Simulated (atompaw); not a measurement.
**Pseudopotential generation for rubidium: PAW (atompaw), PBE, scalar-relativistic.**

rubidium (Rb), PAW, made with atompaw 4.2.0.5 (PBE, scalar-relativistic). Core [Kr], reference 4d0 5s0.5 5p0 (charge +0.5). Waves: 5s (bound): rc 3.00 bohr; 5s channel at 1.05 Ry: rc 3.00 bohr; 5p (bound, empty): rc 3.00 bohr; 5p channel at 0.15 Ry: rc 3.00 bohr; 4d (bound, empty): rc 3.00 bohr; 4d channel at 1.35 Ry: rc 3.00 bohr. Local part: troulliermartins scheme with l = 3 at 0 Ry, radius 2.55 bohr. Core correction: smooth core density matched at 2.30 bohr. Augmentation charge: sinc compensation charge, radius 2.85 bohr; PAW radius 3.00 bohr; waves and projectors: custom rrkj gramschmidtortho.

Does the generator finish with these settings?

No. atompaw 4.2.0.5 stopped with "atompaw: The overlap operator has at least one negative eigenvalue!": the overlap operator built from these waves and projectors is not positive definite.
